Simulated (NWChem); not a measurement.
# C3H2BrCl; SMILES ClC=C=CBr

This build's default masses of Se (78.918 u) and Br (79.917 u) are each other's, which moves their modes by up to 0.6 %.

### Question
Give the equilibrium geometry at PBE-D3(BJ)/def2-SVP (NWChem) as an XYZ file, with the point group.

### Answer
point group C1; any orientation.
```
7

Cl     0.4700    -3.1461    -0.1166
C     -0.5799    -1.9209     0.5510
C     -0.7229    -0.7207     0.0265
C     -0.8723     0.4806    -0.4808
Br     0.2120     1.9697     0.0248
H     -1.1175    -2.2522     1.4551
H     -1.6274     0.7429    -1.2390
```
